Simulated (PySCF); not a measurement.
**Removal energies of K+ from EOM-IP-GCCSD**

Reference: closed-shell K+, [Ar]; one electron is removed. Calculated with PySCF 2.14, two-component X2C-1e with screened spin-orbit coupling, an even-tempered Gaussian basis (23 s from 0.003 bohr⁻², ratio 2.6; 17 p from 0.004 bohr⁻², ratio 2.6; 9 d from 0.0041 bohr⁻², ratio 2.8; 3 f from 1.8 bohr⁻², ratio 2.8); frozen [Ne]; the 66 highest virtual spinors dropped; of the others 66 kept and the rest restored at second order. No Breit or QED terms. Binding energies in eV.

| level | Koopmans |
| --- | --- |
| 3s1/2 | 53.792 |
| 3p1/2 | 32.045 |
| 3p3/2 | 31.739 |

**Question.** How does correlation move these levels?

**Answer.** 3s1/2: second order 47.992, EOM-CCSD 47.781; 3p1/2: second order 31.493, EOM-CCSD 31.636; 3p3/2: second order 31.211, EOM-CCSD 31.353.

One-hole weights below 0.9, a sign of mixing with satellites: 3s1/2 (0.78).

For comparison, the ionisation energy of K+ is 31.625 eV (measured; NIST Atomic Spectra Database, ionization energies).

The screened spin-orbit operator tends to give fine-structure splittings of light species too large.
